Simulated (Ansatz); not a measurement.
All values below come from frozen-core CCSD(T)/cc-pVQZ // PBE0-D3(BJ)/def2-TZVP (Ansatz, a first-principles code).

Ansatz 0.2 input:
```yaml
crystal:
  periodic: [false, false, false]
  atoms:
    - { symbol: S, position_ang: [2.461022, -0.123064, -0.329937] }
    - { symbol: Al, position_ang: [0.306334, 0.099777, -0.145483] }
    - { symbol: S, position_ang: [-0.78779, -1.239841, 1.181489] }
    - { symbol: S, position_ang: [-0.631993, 1.673859, -1.321223] }
    - { symbol: H, position_ang: [2.495086, -1.119848, 0.572192] }
    - { symbol: H, position_ang: [-1.97186, -0.6477, 0.951235] }
    - { symbol: H, position_ang: [-1.870799, 1.356817, -0.908272] }
basis:
  gaussian: { orbitals: cc-pVQZ }
correlation:
  method: ccsd_t
```

Output:

```
Functional definition: HF
1944 factors; integrals over basis functions are off by at most 8.6e-4 eV
mean field evaluation 1: about -39086.9552 eV, gradient 2.0e1 eV
mean field evaluation 2: about -39087.0680 eV, gradient 2.1e1 eV
mean field evaluation 4: about -39088.8072 eV, gradient 2.6e0 eV
mean field evaluation 8: about -39088.8564 eV, gradient 2.1e-1 eV
mean field evaluation 16: about -39088.4392 eV, gradient 8.2e0 eV
mean field -39088.85671740 eV, -1436.4889889857 hartree, gradient 9.0e-6 eV, S^2 0.000000; 0 other end points of the search recorded, 0 dependent functions left out
20 core orbitals not correlated
reference -39088.85671740 eV, -1436.4889889857 hartree; 12, 12 occupied and 294, 294 virtual orbitals, 1944 factors
second order -17.79832655 eV of doubles, -0.00000000 eV of singles
cycle   1  -18.66736833 eV  change   -8.7e-1 eV  update   8.8e-2
cycle   2  -19.09774210 eV  change   -4.3e-1 eV  update   2.6e-2
cycle   3  -19.16536506 eV  change   -6.8e-2 eV  update   1.2e-2
cycle   4  -19.15903015 eV  change    6.3e-3 eV  update   2.9e-3
cycle   5  -19.15753567 eV  change    1.5e-3 eV  update   1.1e-3
cycle   6  -19.15713839 eV  change    4.0e-4 eV  update   3.0e-4
cycle   7  -19.15703091 eV  change    1.1e-4 eV  update   9.9e-5
cycle   8  -19.15705831 eV  change   -2.7e-5 eV  update   3.0e-5
cycle   9  -19.15706348 eV  change   -5.2e-6 eV  update   9.4e-6
perturbative correction -0.97075481 eV, -0.0356745811 hartree
Total energy: -39108.98453568 eV, -1437.2286726645 hartree
```

Cost: roughly 30 core-minutes.
